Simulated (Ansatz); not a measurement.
Ge(SiH3)4 (Si₄GeH₁₂). Charge 0, multiplicity 1. Geometry r2SCAN-D4/def2-SVP.

```xyz
17

Ge   -0.0014    0.0057   -0.0063
Si    1.9594    1.3253   -0.3078
H     1.6100    2.6410   -0.9243
H     2.9268    0.6175   -1.2003
H     2.6156    1.5715    1.0123
Si   -1.6275    1.2501    1.2117
H    -1.0642    1.6942    2.5227
H    -2.8302    0.4007    1.4678
H    -2.0468    2.4562    0.4351
Si    0.5661   -1.9590    1.2169
H     1.5509   -2.7783    0.4471
H    -0.6540   -2.7845    1.4685
H     1.1737   -1.5859    2.5304
Si   -0.8991   -0.6123   -2.1251
H    -1.0810    0.5966   -2.9847
H    -2.2249   -1.2790   -1.9473
H     0.0266   -1.5599   -2.8168
```

(1) Estimate the orbital energies around the gap (eV) in Ansatz with PBE-D4/def2-SVP, PBE-D4/def2-TZVP, BLYP-D4/def2-TZVP, r2SCAN-D4/def2-TZVP, PBE0-D4/def2-TZVP.

## Answers

(1) 
| orbital | PBE-D4/def2-SVP | PBE-D4/def2-TZVP | BLYP-D4/def2-TZVP | r2SCAN-D4/def2-TZVP | PBE0-D4/def2-TZVP |
| --- | --- | --- | --- | --- | --- |
| HOMO−13 | -13.20 | -13.24 | -13.08 | -13.75 | -15.04 |
| HOMO−12 | -13.20 | -13.23 | -13.08 | -13.74 | -15.04 |
| HOMO−11 | -11.18 | -11.20 | -11.09 | -11.62 | -12.73 |
| HOMO−10 | -8.85 | -8.88 | -8.77 | -9.25 | -10.24 |
| HOMO−9 | -8.85 | -8.88 | -8.77 | -9.25 | -10.24 |
| HOMO−8 | -8.85 | -8.88 | -8.76 | -9.25 | -10.23 |
| HOMO−7 | -8.59 | -8.63 | -8.53 | -8.99 | -9.97 |
| HOMO−6 | -8.59 | -8.63 | -8.53 | -8.99 | -9.97 |
| HOMO−5 | -8.41 | -8.45 | -8.37 | -8.82 | -9.79 |
| HOMO−4 | -8.41 | -8.45 | -8.36 | -8.82 | -9.79 |
| HOMO−3 | -8.41 | -8.45 | -8.36 | -8.81 | -9.79 |
| HOMO−2 | -6.87 | -6.88 | -6.72 | -7.13 | -7.91 |
| HOMO−1 | -6.86 | -6.87 | -6.71 | -7.12 | -7.90 |
| HOMO | -6.86 | -6.87 | -6.71 | -7.12 | -7.89 |
| LUMO | -0.83 | -1.12 | -0.98 | -0.77 | -0.29 |
| LUMO+1 | -0.74 | -0.98 | -0.80 | -0.74 | -0.20 |
| LUMO+2 | -0.70 | -0.94 | -0.78 | -0.70 | -0.16 |
| LUMO+3 | -0.68 | -0.92 | -0.77 | -0.67 | -0.14 |
| LUMO+4 | -0.65 | -0.90 | -0.71 | -0.65 | -0.12 |
| LUMO+5 | -0.63 | -0.87 | -0.69 | -0.62 | -0.09 |
